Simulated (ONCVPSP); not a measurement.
Cutoff test, strontium (Sr), ONCV

- Element: Sr (Z = 38)
- Generator: ONCVPSP 4.0.1
- Type: optimised norm-conserving Vanderbilt (ONCV)
- Functional: LDA (Perdew-Wang 92)
- Relativity: non-relativistic
- Frozen core: [Ar] 3d10
- Valence charge: 10
- Reference configuration: 4s2 4p6 5s1.5 (charge +0.5)
- Partial waves: 4s+5s: rc 2.50 bohr, ncon 4, nbas 8, qcut 5.4 1/bohr, 2 projectors; 4p: rc 2.25 bohr, ncon 4, nbas 7, qcut 6.3 1/bohr, 2 projectors, debl 0.4 Ha; d scattering state at 0.11 Ha: rc 2.75 bohr, ncon 4, nbas 8, qcut 3.8 1/bohr, 3 projectors, debl 0.7 Ha
- Local potential: polynomial inside 1.70 bohr (lpopt 5, dvloc0 1 Ha)
- Core correction: none

In the p channel the program set the typed energies aside and used -0.954, 0.250 Ha. In the d channel the program set the typed energies aside and used -0.159, 0.541, 1.241 Ha.

Question: For each optimised wave give the share of its norm inside rc, the residual kinetic energy above qcut (Ha) and the cutoffs (Ha) for errors of 10, 1, 0.1 and 0.01 mHa per electron.

Answer:

| wave | norm inside rc | residual KE | 10 mHa | 1 mHa | 0.1 mHa | 0.01 mHa |
| --- | --- | --- | --- | --- | --- | --- |
| 4s | 0.973 | 9.9e-08 | 2.8 | 7.8 | 10.2 | 11.9 |
| 5s | 0.098 | 3.7e-07 | 2.3 | 7.2 | 10.2 | 12.3 |
| 4p | 0.876 | 5.4e-08 | 5.8 | 7.6 | 9.2 | 13.3 |
| p projector 2 | 0.156 | 4.6e-07 | 5.4 | 7.4 | 13.0 | 16.6 |
| d projector 1 | 0.529 | 7.4e-04 | 5.2 | 7.2 | 24.8 | 31.7 |
| d projector 2 | 0.274 | 4.4e-03 | 6.5 | 9.3 | 21.1 | 35.2 |
| d projector 3 | 0.205 | 1.1e-02 | 7.2 | 9.7 | 23.9 | 48.8 |

The occupied waves need 7.8 Ha and 10 Ha for 1 and 0.1 mHa.
